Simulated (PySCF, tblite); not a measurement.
Calculations on `C#CC1=CC=CC=C1[SiH2]` [radical], in the order of a workflow; each names the level of the geometry that it ran on. Settings lines and outputs come from a driver script.

Species: C8H7Si (doublet state).
Numbering: `[CH:1]#[C:2][c:3]1[cH:4][cH:5][cH:6][cH:7][c:8]1[SiH2:9]` (hydrogens: H10 on C1; H11 on C4; H12 on C5; H13 on C6; H14 on C7; H15, H16 on Si9)

Step 1: GFN2-xTB geometry optimisation, gas phase (tblite 0.8.0) (from a force-field or distance-geometry start)
```json
{"job": {"kind": "relax", "xc": "GFN2-xTB", "basis": "xTB"}, "charge": 0, "multiplicity": 2}
```
```
step      E/eV     max force
  0    -606.03335    1.883
  1    -606.09955    2.395
  2    -606.10255    2.354
...
 89    -606.37678    0.025
 90    -606.37686    0.019
 91    -606.37690    0.011
 92    -606.37692    0.010
 93    -606.37693    0.008
```

Energy lowered by 7.9 kcal/mol over 93 steps; largest atomic force 0.008 eV/Å at the end. «max force» is the largest atomic force in eV/Å.

Step 2: GFN2-xTB harmonic vibrations, gas phase (tblite 0.8.0) (on the GFN2-xTB geometry)
```json
{"job": {"kind": "ir", "xc": "GFN2-xTB", "basis": "xTB"}, "charge": 0, "multiplicity": 2}
```
```
(table of modes left out)
```

42 modes from 94 to 3393 cm⁻¹ (unscaled, harmonic); zero-point energy 69.3 kcal/mol; all wavenumbers are real at this level.

Step 3: UKS B3LYP, pcH-1 on C H Si, non-relativistic, mean-field spin-orbit, GIAO (PySCF 2.14.0) (on the GFN2-xTB geometry)
```json
{"job": {"kind": "epr", "basis": "pcH-1"}, "charge": 0, "multiplicity": 2}
```
```
...
E = -598.46488491 Eh   <S^2> = 0.7625 (exact 0.7500)
g shifts (ppm)      1          2          3
  rmc          -126       -126       -126
  gc             -1         30         31
  oz_so          -5       1477       2613
  total        -131       1382       2518
hyperfine (MHz)  atom isotope    a_iso     a_fc   dipolar eigenvalues
    0   13C       3.30       3.30     -3.60     -2.24      5.84
    1   13C      -8.72      -8.73     -2.49      0.35      2.13
    2   13C      13.54      13.57    -10.74    -10.07     20.81
    3   13C     -11.77     -11.77     -8.40      3.75      4.65
    4   13C      12.61      12.63    -11.11    -10.07     21.18
    5   13C     -11.29     -11.30     -8.29      3.70      4.59
    6   13C      12.39      12.41     -9.68     -9.10     18.78
    7   13C     -27.78     -27.78    -10.49      4.43      6.06
    8  29Si    -131.48    -132.60   -174.40     86.90     87.50
    9    1H      -3.47      -3.47     -1.75     -0.64      2.39
   10    1H       3.28       3.28     -1.30     -0.65      1.95
   11    1H      -9.24      -9.24     -5.56     -0.15      5.70
   12    1H       3.28       3.28     -1.29     -0.71      2.00
   13    1H      -7.94      -7.94     -1.60     -1.50      3.10
   14    1H     -49.92     -49.94    -11.71      4.72      6.99
...
```

⟨S²⟩ 0.762; g_iso 2.0036. rmc, gc and oz_so are the mass-correction, gauge-correction and orbital-Zeeman/spin–orbit parts of the g shift along its three principal axes; a_iso is the isotropic hyperfine coupling and a_fc its Fermi-contact part. The log counts atoms from 0, this text from 1.

Task: Which step took the most CPU time, and about what did each take on one thread, Arm Neoverse V1 (aarch64), no GPU, on a shared host?

Result: Step 3, about 99 % of the total. CPU time by step: 1: 0.7 s, 2: 0.6 s, 3: 2.0 min.

Geometry of the electronic-property runs (GFN2-xTB):
```
atom  x, y, z in Å
C1     2.480   -2.007   -0.351
C2     1.467   -1.371   -0.227
C3     0.252   -0.667   -0.082
C4    -0.943   -1.379   -0.077
C5    -2.153   -0.727    0.065
C6    -2.174    0.659    0.206
C7    -1.001    1.376    0.201
C8     0.250    0.745    0.056
Si9    1.792    1.732    0.050
H10    3.369   -2.554   -0.457
H11   -0.910   -2.455   -0.185
H12   -3.075   -1.288    0.068
H13   -3.119    1.172    0.318
H14   -1.032    2.452    0.310
H15    3.107    1.149   -0.090
H16    1.683    3.172    0.181
```

 (This holds for the electronic-property runs.)
